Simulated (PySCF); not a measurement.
PBE0-D3(BJ)/def2-TZVP geometry optimisation, gas phase with PySCF 2.14 and geomeTRIC: Cr(NH2)4, charge 0, multiplicity 3. Start (model start, shaken):

```
13

Cr    0.0000    0.0045   -0.0041
N     1.0201    1.0266    1.0186
H     0.8009    1.9798    1.3725
H     1.9504    0.8074    1.3852
N    -1.0319   -1.0474    1.0330
H    -0.7896   -1.9799    1.3730
H    -1.9882   -0.8194    1.3522
N    -1.0370    1.0145   -1.0294
H    -1.9573    0.7972   -1.4176
H    -0.8081    1.9590   -1.3782
N     1.0105   -1.0406   -1.0481
H     1.9476   -0.7841   -1.3920
H     0.7995   -1.9464   -1.3886
```

| step | E − E(start) / kcal mol⁻¹ | largest force / Eh bohr⁻¹ |
| --- | --- | --- |
| 0 | 0.00 | 0.04989 |
| 1 | -9.14 | 0.00983 |
| 2 | -12.38 | 0.01514 |
| 3 | -16.31 | 0.01497 |
| 4 | -17.30 | 0.00708 |
| 5 | -17.71 | 0.00213 |
| 6 | -17.87 | 0.00187 |
| 7 | -17.94 | 0.00177 |
| 8 | -17.96 | 0.00100 |
| 9 | -17.97 | 0.00038 |

The optimisation met its thresholds. End point:

```
13

Cr   -0.0035   -0.0035   -0.0080
N     1.1490    1.1633    0.8163
H     0.7654    1.9588    1.3111
H     1.9401    0.7957    1.3293
N    -1.1630   -1.1748    0.8008
H    -0.7894   -1.9660    1.3105
H    -1.9607   -0.8019    1.3001
N    -1.1719    1.1546   -0.8240
H    -1.9602    0.7701   -1.3298
H    -0.8006    1.9484   -1.3305
N     1.1641   -1.1560   -0.8296
H     1.9541   -0.7691   -1.3305
H     0.7935   -1.9485   -1.3391
```

Metal–donor distances, start → end: N2 1.770 → 1.836 Å, N5 1.802 → 1.836 Å, N8 1.774 → 1.836 Å, N11 1.790 → 1.835 Å.

No frequencies were computed, so the end point may be a saddle point.

The job took 4.8 min on one thread of Arm Neoverse V2 (shared host), with 217 basis functions and a peak of 1 GiB, launched as `OMP_NUM_THREADS=1 python lf_run.py task.json out`.
